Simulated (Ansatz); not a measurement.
Two members of one family (Same ligands, another metal), computed with Ansatz in the gas phase; def2 core potentials for Mo, W, no spin–orbit coupling. The two geometries come from different levels. A dash marks a value that wasn't run or was left out as unsound. The structures are stationary points that may keep the symmetry of their start. Remarks come from the PBE and PBE0 runs and from stability tests at other levels; not every state was tested. HOMO above LUMO (over both spins in singlets and doublets, within one spin in higher multiplets; at PBE or PBE0), or a gap under 0.15 eV within one spin, warns that the state may not be the lowest or that an electron is smeared out.

First: WO2Cl2 (singlet, charge 0, r2SCAN-D4/def2-SVP geometry).

```xyz
5

W     0.066   -0.010   -0.042
O     1.324    1.118   -0.263
O     0.530   -1.406   -0.903
Cl   -1.840    0.822   -0.961
Cl   -0.080   -0.524    2.168
```

```json
{"level": "PBE-D4/def2-SVP", "HOMO (eV)": "-8.08", "LUMO (eV)": "-3.89", "gap (eV)": "4.19", "vertical IE (eV)": "–", "vertical triplet (eV)": "–"}
{"level": "PBE-D4/def2-TZVP", "HOMO (eV)": "-8.10", "LUMO (eV)": "-4.05", "gap (eV)": "4.06", "vertical IE (eV)": "11.27", "vertical triplet (eV)": "4.17"}
{"level": "r2SCAN-D4/def2-TZVP", "HOMO (eV)": "-8.50", "LUMO (eV)": "-4.03", "gap (eV)": "4.47", "vertical IE (eV)": "11.45", "vertical triplet (eV)": "4.13"}
{"level": "PBE0-D4/def2-SVP", "HOMO (eV)": "-9.79", "LUMO (eV)": "-3.30", "gap (eV)": "6.49", "vertical IE (eV)": "–", "vertical triplet (eV)": "–"}
{"level": "PBE0-D4/def2-TZVP", "HOMO (eV)": "-9.73", "LUMO (eV)": "-3.40", "gap (eV)": "6.33", "vertical IE (eV)": "11.59", "vertical triplet (eV)": "4.02"}
```

Metal–donor distances: 2 × O 1.70 Å, 2 × Cl 2.27 Å. Remarks: gap within one spin near zero at PBE or PBE0 (+1 doublet), gap within one spin near zero at PBE or PBE0 (triplet).

Second: MoO2Cl2 (singlet, charge 0, PBE-D4/def2-SVP geometry).

Cartesian coordinates in Å:
```
Mo 0.057 -0.080 0.030
O -0.186 -1.696 -0.388
O 1.417 -0.040 1.025
Cl -1.744 0.683 1.179
Cl 0.456 1.134 -1.846
```

Task: Estimate the same table for the second.

Result: 
```json
{"level": "PBE-D4/def2-SVP", "HOMO (eV)": "-8.27", "LUMO (eV)": "-4.52", "gap (eV)": "3.75", "vertical IE (eV)": "–", "vertical triplet (eV)": "–"}
{"level": "PBE-D4/def2-TZVP", "HOMO (eV)": "-8.33", "LUMO (eV)": "-4.61", "gap (eV)": "3.72", "vertical IE (eV)": "11.37", "vertical triplet (eV)": "3.70"}
{"level": "r2SCAN-D4/def2-TZVP", "HOMO (eV)": "-8.73", "LUMO (eV)": "-4.65", "gap (eV)": "4.08", "vertical IE (eV)": "11.60", "vertical triplet (eV)": "3.65"}
{"level": "PBE0-D4/def2-SVP", "HOMO (eV)": "-9.98", "LUMO (eV)": "-4.01", "gap (eV)": "5.97", "vertical IE (eV)": "–", "vertical triplet (eV)": "–"}
{"level": "PBE0-D4/def2-TZVP", "HOMO (eV)": "-9.96", "LUMO (eV)": "-4.01", "gap (eV)": "5.94", "vertical IE (eV)": "11.77", "vertical triplet (eV)": "3.46"}
```

Metal–donor distances: 2 × O 1.69 Å, 2 × Cl 2.27 Å. Remarks: restricted SCF unstable in HF, gap within one spin near zero at PBE or PBE0 (+1 doublet), gap within one spin near zero at PBE or PBE0 (triplet).
